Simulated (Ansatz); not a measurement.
Gas-phase electronic energies from Ansatz, PBE0-D4/def2-TZVP geometries. CCSD(T)/CBS adds triple-zeta CCSD(T) − MP2 to the extrapolated MP2 energy (def2 sets, frozen cores). DFT in def2-TZVPP. B3LYP here is the variant with VWN-RPA as its local correlation; programs differ in this. def2 core potentials past Kr. For Sn outer-core shells are correlated without core-valence functions, which leaves a few kJ/mol of doubt a bond. Each species was taken in one conformer, which may not be the lowest.

`N[C](=O)[SnH3]` + `FC[SiH2][SiH2]F` → `FC[SiH2][SnH3]` + `NC(=O)[SiH2]F`  (redistribution)

```csv
level,ΔE (eV)
ωB97M-V,-0.56
B2PLYP,-0.53
PBE,-0.46
r2SCAN,-0.51
PBE0,-0.50
B3LYP,-0.50
CCSD(T)/def2-TZVPP,-0.51
MP2/CBS(def2),-0.59
```

Task: What does CCSD(T)/CBS give? (Estimate.)

Result: Computed: -0.54 eV. The listed levels differ from it by -0.02, 0.01, 0.08, 0.03, 0.04, 0.04, 0.03, -0.05 eV.

Largest T1 diagnostic among the species: 0.016.

From PBE to PBE0 (25 % exact exchange), in def2-TZVPP and without D4, ΔE moves by −0.04 eV.
